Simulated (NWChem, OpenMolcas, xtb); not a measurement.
**How methods differ on C3H10Si (trimethylsilane)**

The species is C3H10Si (14 atoms), meant as a singlet with charge 0. SMILES: `C[SiH](C)C`. Geometry: relaxed at PBE0-D4/def2-TZVP.

Each level gives the vertical ionisation energy (to the doublet cation) (eV). The values are calculated.

```json
{"level": "GFN2-xTB", "kind": "semi-empirical", "program": "xtb", "value (eV)": "13.62", "CPU time (all runs)": "under 2 s"}
{"level": "HF/cc-pVDZ", "kind": "Hartree–Fock", "program": "OpenMolcas", "value (eV)": "10.05", "CPU time (all runs)": "48 s"}
{"level": "SVWN5/cc-pVDZ", "kind": "LDA", "program": "OpenMolcas", "value (eV)": "10.12", "CPU time (all runs)": "3.7 min"}
{"level": "revPBE/cc-pVDZ", "kind": "GGA", "program": "OpenMolcas", "value (eV)": "10.01", "CPU time (all runs)": "7.3 min"}
{"level": "M06-L/cc-pVDZ", "kind": "meta-GGA", "program": "OpenMolcas", "value (eV)": "10.23", "CPU time (all runs)": "9.6 min"}
{"level": "M06-2X/cc-pVDZ", "kind": "hybrid meta-GGA", "program": "NWChem", "value (eV)": "10.95", "CPU time (all runs)": "3.7 min"}
{"level": "wB97X/cc-pVDZ", "kind": "range-separated hybrid", "program": "NWChem", "value (eV)": "11.06", "CPU time (all runs)": "8.3 min"}
{"level": "MP2/cc-pVDZ", "kind": "perturbation theory", "program": "NWChem", "value (eV)": "11.00", "CPU time (all runs)": "7.9 min"}
```

The values span 10.01 to 13.62 eV. The xTB values lack the empirical shift that such differences need. CPU times are rough (shared hosts, several kinds of processor): they show what a rung costs within a factor of a few.
